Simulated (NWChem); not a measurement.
**A calculation on MgO**

SMILES: [O]=[Mg]
```xyz
2

Mg     0.0000     0.0000     0.6990
O      0.0000     0.0000    -1.0486
```
Charge 0, spin multiplicity 1.

All runs are NWChem calculations. All single points use one geometry, from PBE0/def2-SVP, a minimum by its harmonic frequencies.

Symmetry labels belong to the abelian group C2v used in the runs, with the axes of the coordinates shown; states degenerate in a higher group split over its labels.

The structure started from a generated list of species.

List the lowest 4 singlet excitations that TDA-LDA (SVWN5)/aug-cc-pVDZ gives, with oscillator strengths.


```csv
state,symmetry,energy (eV),wavelength (nm),f
1,b1,0.70,1782,0.003
2,b2,0.70,1782,0.003
3,a1,3.18,390,0.075
4,a2,3.66,339,0.000
```
